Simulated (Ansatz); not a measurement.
BeF₂⁺. Charge 1, multiplicity 2. Geometry PBE0-D4/def2-TZVP, that of the neutral singlet; atoms count from 1.

```csv
atom,x (Å),y (Å),z (Å)
Be1,0.003,0.002,0.000
F2,0.452,-0.619,-1.145
F3,-0.454,0.618,1.145
```

The structure comes from a short search, and lower isomers may exist.

(1) Estimate the Mulliken populations from the PBE0/def2-TZVP orbitals of Ansatz.

(2) Where does the spin sit?

(3) And the Mayer bond orders between bonded heavy atoms (over 0.3)?

Answers

(1) 
| atom | charge (e) | spin (α − β) |
| --- | --- | --- |
| Be1 | 0.74 | -0.06 |
| F2 | 0.13 | 0.53 |
| F3 | 0.13 | 0.53 |
Mulliken values and Mayer orders depend strongly on the basis.

(2) Summed by element: Be -0.06, F 1.06, of 1 unpaired in all. Largest on single atoms: F3 0.53, F2 0.53, Be1 -0.06.

(3) Be1–F2 1.02 (1.38 Å); Be1–F3 1.02 (1.38 Å). Values over 0.3 also appear between atoms too far apart for a bond (F2–F3 0.46 at 2.76 Å); they arise where an orbital or an unpaired electron spreads over both atoms.
